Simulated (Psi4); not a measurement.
glyoxal (C$_{2}$H$_{2}$O$_{2}$), singlet, geometry from GFN2-xTB; HF/cc-pVDZ (Psi4).

Input for Psi4:
```
memory 2 GB

molecule {
0 1
C     0.02026430    0.75833993    0.00748046
C    -0.02026430   -0.75833993   -0.00748046
O     1.03960208    1.38537393    0.03158832
H    -0.97907997    1.22841153   -0.00597192
O    -1.03960208   -1.38537393   -0.03158832
H     0.97907997   -1.22841153    0.00597192
}

set {
  basis cc-pvdz
  stability_analysis check
  scf_type pk
}

energy('scf')
print_variables()
```

### Question
What does Psi4 print? Leave out banner, timings and long lists.

### Answer

```
   => Loading Basis Set <=

    Name: CC-PVDZ
    Role: ORBITAL
    Keyword: BASIS

         ---------------------------------------------------------
                                   SCF
               by Justin Turney, Rob Parrish, Andy Simmonett
                          and Daniel G. A. Smith
                              RHF Reference
         ---------------------------------------------------------

  ==> Geometry <==

    Molecular point group: ci
    Full point group: Ci

    Geometry (in Angstrom), charge = 0, multiplicity = 1:

       Center              X                  Y                   Z               Mass
    ------------   -----------------  -----------------  -----------------  -----------------
         C            0.020264300000     0.758339930000     0.007480460000    12.000000000000
         C           -0.020264300000    -0.758339930000    -0.007480460000    12.000000000000
         O            1.039602080000     1.385373930000     0.031588320000    15.994914619570
         H           -0.979079970000     1.228411530000    -0.005971920000     1.007825032230
         O           -1.039602080000    -1.385373930000    -0.031588320000    15.994914619570
         H            0.979079970000    -1.228411530000     0.005971920000     1.007825032230

  Running in ci symmetry.

  Rotational constants: A =      1.94486  B =      0.15885  C =      0.14686 [cm^-1]
  Rotational constants: A =  58305.43711  B =   4762.26017  C =   4402.66052 [MHz]
  Nuclear repulsion =  102.226835794094796

  Charge       = 0
  Multiplicity = 1
  Electrons    = 30
  Nalpha       = 15
  Nbeta        = 15

  ==> Algorithm <==

  SCF Algorithm Type is PK.
  DIIS enabled.
  MOM disabled.
  Fractional occupation disabled.
  Guess Type is SAD.
  Energy threshold   = 1.00e-06
  Density threshold  = 1.00e-06
  Integral threshold = 1.00e-12

  ==> Primary Basis <==

  Basis Set: CC-PVDZ
    Blend: CC-PVDZ
    Number of shells: 30
    Number of basis functions: 66
    Number of Cartesian functions: 70
    Spherical Harmonics?: true
    Max angular momentum: 2

  ==> Integral Setup <==

  Using in-core PK algorithm.
   Calculation information:
      Number of atoms:                   6
      Number of AO shells:              30
      Number of primitives:             98
      Number of atomic orbitals:        70
      Number of basis functions:        66

      Integral cutoff                 1.00e-12
      Number of threads:                 1

  Performing in-core PK
  Using 4890732 doubles for integral storage.
  We computed 105455 shell quartets total.
  Whereas there are 108345 unique shell quartets.

  ==> DiskJK: Disk-Based J/K Matrices <==

    J tasked:                  Yes
    K tasked:                  Yes
    wK tasked:                  No
    Schwarz Cutoff:          1E-12

  Minimum eigenvalue in the overlap matrix is 7.7606123829E-03.
  Reciprocal condition number of the overlap matrix is 1.7574509808E-03.
    Using symmetric orthogonalization.

  ==> Pre-Iterations <==

  SCF Guess: Superposition of Atomic Densities via on-the-fly atomic UHF (no occupation information).

   -------------------------
    Irrep   Nso     Nmo
   -------------------------
     Ag        33      33
     Au        33      33
   -------------------------
    Total      66      66
   -------------------------

  ==> Iterations <==

                        Total Energy        Delta E     RMS |[F,P]|

   @RHF iter SAD:  -225.59529233956980   -2.25595e+02   0.00000e+00
   @RHF iter   1:  -226.50888127185800   -9.13589e-01   1.03394e-02 ADIIS/DIIS
   @RHF iter   2:  -226.55243294060179   -4.35517e-02   8.55415e-03 ADIIS/DIIS
   @RHF iter   3:  -226.60942254896048   -5.69896e-02   7.56097e-04 ADIIS/DIIS
   @RHF iter   4:  -226.61049037165301   -1.06782e-03   1.75776e-04 ADIIS/DIIS
   @RHF iter   5:  -226.61056650245246   -7.61308e-05   7.51744e-05 DIIS
   @RHF iter   6:  -226.61058454999511   -1.80475e-05   2.59760e-05 DIIS
   @RHF iter   7:  -226.61058613858961   -1.58859e-06   5.50485e-06 DIIS
   @RHF iter   8:  -226.61058620513367   -6.65441e-08   6.87207e-07 DIIS
  Energy and wave function converged.

	Presorting SO-basis two-electron integrals.
	Sorting File: SO Ints (nn|nn) nbuckets = 1
	Constructing frozen core operators
	Starting first half-transformation.
	Sorting half-transformed integrals.
	First half integral transformation complete.
	Starting second half-transformation.
	Two-electron integral transformation complete.
	Starting first half-transformation.
	Sorting half-transformed integrals.
	First half integral transformation complete.
	Starting second half-transformation.
	Two-electron integral transformation complete.
    Lowest singlet (RHF->RHF) stability eigenvalues:
      Au 0.135431        Ag 0.194053        Au 0.306917        Au 0.340989
      Ag 0.357063        Ag 0.359955        Au 0.381546        Ag 0.399284
      Au 0.415722        Ag 0.445112

    Lowest triplet (RHF->UHF) stability eigenvalues:
      Au -0.005212       Ag 0.033821        Au 0.069127        Ag 0.121097
      Au 0.239474        Ag 0.260905        Au 0.297691        Au 0.312832
      Ag 0.322366        Ag 0.346427

  ==> Post-Iterations <==

    Orbital Energies [Eh]
    ---------------------

    Doubly Occupied:

[...]
    Virtual:

[...]
    Final Occupation by Irrep:
             Ag    Au
    DOCC [     8,    7 ]
    NA   [     8,    7 ]
    NB   [     8,    7 ]

  @RHF Final Energy:  -226.61058620513367

   => Energetics <=

    Nuclear Repulsion Energy =            102.2268357940947965
    One-Electron Energy =                -512.1402865062975707
    Two-Electron Energy =                 183.3028645070691312
    Total Energy =                       -226.6105862051336715

Computation Completed

Properties will be evaluated at   0.000000,   0.000000,   0.000000 [a0]

Properties computed using the SCF density matrix

 Multipole Moments:

 ------------------------------------------------------------------------------------
     Multipole            Electronic (a.u.)      Nuclear  (a.u.)        Total (a.u.)
 ------------------------------------------------------------------------------------

 L = 1.  Multiply by 2.5417464519 to convert [e a0] to [Debye]
 Dipole X            :          0.0000000            0.0000000            0.0000000
 Dipole Y            :          0.0000000            0.0000000            0.0000000
 Dipole Z            :          0.0000000            0.0000000            0.0000000
 Magnitude           :                                                    0.0000000

 ------------------------------------------------------------------------------------

  Variable Map:
  ----------------------------------------------------------------------------
[...]
  Array Variable Map:
  ----------------------------------------------------------------------------
[...]
[...]
```
